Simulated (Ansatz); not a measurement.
The same molecule with X = O, S, Se. Ansatz, PBE0-D4/def2-TZVP geometries, multiplicity 2. Each molecule was computed in one conformer, which needn't be the lowest.

Scalar relativity is left out up to krypton.

| X | molecule | mean X–Ga bond length / Å | mean X–H bond length / Å | size of the dipole moment (ωB97M-V/def2-TZVPP) / D | size of the dipole moment (PBE/def2-TZVPP) / D | ideal-gas entropy at 298 K and 1 bar (rigid rotor, harmonic PBE0-D4/def2-TZVP) / J/(mol·K) |
| --- | --- | --- | --- | --- | --- | --- |
| S | `[CH3][Ga][SH]`• | 2.239 | 1.346 | 1.97 | 1.95 | 331 |
| Se | `[CH3][Ga][SeH]`• | 2.367 | 1.468 | 1.60 | 1.36 | 348 |

Task: Give the row for X = O, `[CH3][Ga][OH]`•. (Best estimate.)

Result: Computed: 
```json
{"X": "O", "molecule": "`[CH3][Ga][OH]`•", "mean X–Ga bond length / Å": "1.805", "mean X–H bond length / Å": "0.961", "size of the dipole moment (ωB97M-V/def2-TZVPP) / D": "2.08", "size of the dipole moment (PBE/def2-TZVPP) / D": "2.10", "ideal-gas entropy at 298 K and 1 bar (rigid rotor, harmonic PBE0-D4/def2-TZVP) / J/(mol·K)": "318"}
```

From O to Se the mean X–Ga bond length rises at each step, by 0.562 Å in all; the mean X–H bond length rises at each step, by 0.507 Å in all; the ideal-gas entropy at 298 K and 1 bar (rigid rotor, harmonic PBE0-D4/def2-TZVP) rises at each step, by 30 J/(mol·K) in all. Bonds lengthen as the atom grows down the group. Dipoles are sizes alone, and their direction can turn along the series.
